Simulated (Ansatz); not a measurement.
```yaml
crystal:
  periodic: [false, false, false]
  atoms:
    - {symbol: C, position_ang: [-1.680550, 1.557753, 1.511493]}
    - {symbol: C, position_ang: [0.606208, -0.073765, 0.865902]}
    - {symbol: B, position_ang: [0.924057, -0.857753, -1.973460]}
    - {symbol: O, position_ang: [1.816685, -3.109811, -2.758916]}
    - {symbol: Br, position_ang: [0.131557, 1.498243, -4.658285]}
    - {symbol: H, position_ang: [-1.701283, 2.056047, 3.513835]}
    - {symbol: H, position_ang: [-1.672472, 3.305156, 0.417106]}
    - {symbol: H, position_ang: [-3.446448, 0.575635, 1.088672]}
    - {symbol: H, position_ang: [0.625980, -1.775328, 2.052565]}
    - {symbol: H, position_ang: [2.340355, 0.957929, 1.364079]}
    - {symbol: H, position_ang: [2.179311, -4.241629, -1.383684]}
basis:
  gaussian: {orbitals: cc-pVDZ}
magnetization: {spin_polarized: true, initial_magnetization: 0}
hamiltonian: {xc: {name: PBE-QIDH}}
output: {forces: true}
```

```sh
$ ansatz run in.yaml --threads 4 --pin off --events-out ev --progress --plain --max-ram 10444MiB
```

Output, abridged:

```
Functional definition: PBE-QIDH
1099 factors; integrals over basis functions are off by at most 1.6e-3 eV
mean field evaluation 1: about -74847.6790 eV, gradient 4.9e1 eV
mean field evaluation 2: about -74847.7150 eV, gradient 4.9e1 eV
mean field evaluation 4: about -74854.8678 eV, gradient 4.2e1 eV
mean field evaluation 8: about -74863.4975 eV, gradient 9.3e0 eV
mean field evaluation 16: about -74865.3526 eV, gradient 1.9e0 eV
mean field evaluation 32: about -74873.4664 eV, gradient 1.3e0 eV
mean field evaluation 64: about -74869.7581 eV, gradient 9.8e-1 eV
mean field evaluation 96: about -74869.8772 eV, gradient 1.2e0 eV
mean field evaluation 128: about -74867.1911 eV, gradient 1.2e1 eV
mean field evaluation 160: about -74873.5567 eV, gradient 5.7e-2 eV
mean field -74873.55860133 eV, -2751.5525274782 hartree, gradient 3.0e-6 eV, S^2 5.348513; 8 other end points of the search recorded, 0 dependent functions left out
13 core orbitals not correlated: weight in the atoms' cores, before any rotation towards them, 1.000 or more for the frozen orbitals, at most 0.000 for the correlated occupied ones
reference -74873.55862402 eV, -2751.5525283118 hartree; 20, 20 occupied and 80, 80 virtual orbitals, 1099 factors
second order -13.18886160 eV of doubles, -0.00000000 eV of singles
Total energy: -74877.95491122 eV, -2751.7140888865 hartree
Atom 0 at    -1.680550     1.557753     1.511493 Å, force    -1.103043     0.764277     0.143337 eV/Å
Atom 1 at     0.606208    -0.073765     0.865902 Å, force     0.879822    -0.223507     1.169692 eV/Å
Atom 2 at     0.924057    -0.857753    -1.973460 Å, force     0.310116    -0.741933    -0.597960 eV/Å
Atom 3 at     1.816685    -3.109811    -2.758916 Å, force    -0.039976    -0.106674     1.682975 eV/Å
Atom 4 at     0.131557     1.498243    -4.658285 Å, force     0.079123    -0.241809     0.350080 eV/Å
Atom 5 at    -1.701283     2.056047     3.513835 Å, force     0.038273    -0.376340    -1.454452 eV/Å
Atom 6 at    -1.672472     3.305156     0.417106 Å, force    -0.015593    -1.354384     0.849895 eV/Å
Atom 7 at    -3.446448     0.575635     1.088672 Å, force     1.350521     0.759652     0.322649 eV/Å
Atom 8 at     0.625980    -1.775328     2.052565 Å, force     0.017425     1.118510    -0.815419 eV/Å
Atom 9 at     2.340355     0.957929     1.364079 Å, force    -1.150947    -0.725852    -0.358424 eV/Å
Atom 10 at     2.179311    -4.241629    -1.383684 Å, force    -0.365721     1.128060    -1.292373 eV/Å
Dipole moment:     0.089462    -0.131908     0.397077 e Å
```

What is wrong with this run?

The coordinates are in bohr but typed as ångström. The calculation finished and met its thresholds. The result belongs to that input, not to the molecule as meant.
